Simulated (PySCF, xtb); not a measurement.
Sn(OH)4 (H4O4Sn), SMILES [OH][Sn]([OH])([OH])[OH]. The values are those of a single conformer.

Harmonic wavenumbers (cm⁻¹) from GFN2-xTB in xtb at its own minimum, in rising order: 112, 113, 152, 153, 161, 169, 169, 242, 265, 424, 537, 539, 539, 834, 853, 853, 856, 3616, 3616, 3617, 3625.

Task: What does PBE-D3(BJ)/def2-SVP (PySCF) give at its own minimum? (Estimate from the structure and the level; the computed values follow.)

Result: 102, 113, 150, 150, 154, 169, 206, 206, 257, 570, 605, 614, 614, 850, 872, 878, 878, 3694, 3694, 3694, 3696. Paired by order, the mean absolute difference is 41 cm⁻¹ and the zero-point energies are 30.7 and 31.7 kcal/mol.
